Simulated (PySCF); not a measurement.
**C₆ coefficients of unlike pairs at wB97X-V**

Calculated with PySCF 2.14 from the dipole response of each species, C₆(A,B) = (3/π) ∫ α_A(iu) α_B(iu) du, in atomic units, from isotropic polarisabilities. For ions this is the dispersion term alone; charge-induced terms of lower order in 1/R come first.

```tsv
species	configuration	basis	relativity	α (bohr³)	C₆ (like pair)
Sn²⁺	[Kr] 4d10 5s2 (1S)	aug-cc-pVTZ-DK3 (8s7p5d2f)	spin-free X2C	16.01	84.80
Hf²⁺	[Xe] 4f14 5d2 (3F)	def2-TZVPPD with the def2 core potential (60 electrons) (6s5p3d2f1g)	core potential	14.45	72.24
Fe	[Ar] 3d6 4s2 (5D)	x2c-TZVPPall with one added diffuse shell each of s, p, d, f type (7s6p5d3f1g)	spin-free X2C	63.21	574.0
```

(1) Estimate C₆ for Fe with Hf²⁺.

No spin-orbit coupling is included.

The other pairs:

```
      pair     C₆
Hf²⁺, Sn²⁺  77.64
  Fe, Sn²⁺  205.9
```

Answers

(1) The integral gives 184.2. The combination rule 2 C_A C_B / (C_A α_B/α_A + C_B α_A/α_B) gives 185.5 and the geometric mean 203.6.
